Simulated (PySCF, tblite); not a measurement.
Compound: C7H11FO.
SMILES: `C[C@@H]1C[C@H]2O[C@H]2[C@H]1CF`

Jobs on this species (20 atoms, 70 electrons) with PySCF (density fitting). Hardware of each: one thread, Arm Neoverse N1 (aarch64), no GPU, shared host. Times come from a shared host and carry two figures at best. Peak memory is the resident size of the whole Python process, interpreter and libraries included.

```
                 level and settings                                                             work  basis functions  SCF cycles  wall time  peak memory
PBE0/pcSseg-1, IEF-PCM acetonitrile  shieldings, ring-centre shieldings, charges and field gradients              208           ?          ?            ?
  PBE0/pcSseg-1, IEF-PCM chloroform                               shieldings, ring-centre shieldings              208          14       63 s      1.1 GiB
 PBE0-D3(BJ)/def2-SVP, grid level 1     geometry optimisation from a GFN2-xTB start shaken at random              181          59    4.1 min     0.79 GiB
```

Task: Fill in the missing figures.

Result: 
- PBE0/pcSseg-1, IEF-PCM acetonitrile; shieldings, ring-centre shieldings, charges and field gradients: 66 s, 1.1 GiB, 14 SCF cycles

Task: What do all jobs in the table cost together?

Result: About 6.2 min; the longest takes about 66 % of that, and about 3.9 times as long as the shortest.

---

Compound: C5H14BN.
SMILES: `C1(CCC1)[N@@H+](C)[BH3-]`

Jobs on this species (21 atoms, 56 electrons) with PySCF (density fitting) and tblite. Hardware of each: Arm Neoverse N1, one thread, no GPU (shared host). The host was shared with other jobs, so the times are rough.

```tsv
level and settings	work	basis functions	SCF cycles	wall time
PBE0/pcSseg-1	shieldings, ring-centre shieldings, charges and field gradients	189	?	?
GFN2-xTB	Hessian by finite differences	–	–	1.0 s
GFN2-xTB	L-BFGS relaxation	–	–	0.84 s
```

Fill in the missing figures.

- PBE0/pcSseg-1; shieldings, ring-centre shieldings, charges and field gradients: 47 s, 12 SCF cycles

What do all jobs in the table cost together?

About 49 s; the longest takes about 96 % of that, and about 56 times as long as the shortest.

---

Species: C₈H₁₆S.
SMILES: `CCSCCC1CCC1`

Jobs on this species (25 atoms, 80 electrons) with PySCF (density fitting). Hardware of each: one thread of an x86-64 server (shared host). Other jobs ran on the host; a repeat could differ by tens of per cent or more.

```csv
level and settings,work,basis functions,SCF cycles,wall time
"PBE0/pcSseg-1, IEF-PCM dichloromethane","shieldings, ring-centre shieldings, charges and field gradients",240,?,?
"PBE0/pcSseg-1, IEF-PCM tetrahydrofuran","shieldings, ring-centre shieldings",240,12,1.7 min
"PBE0-D3(BJ)/def2-SVP, grid level 1",geometry optimisation from a GFN2-xTB start,210,55,7.2 min
```

Problem. Fill in the missing figures.

Solution. 
- PBE0/pcSseg-1, IEF-PCM dichloromethane; shieldings, ring-centre shieldings, charges and field gradients: 1.7 min, 12 SCF cycles

Problem. What do all jobs in the table cost together?

Solution. About 11 min; the longest takes about 68 % of that, and about 4.2 times as long as the shortest.
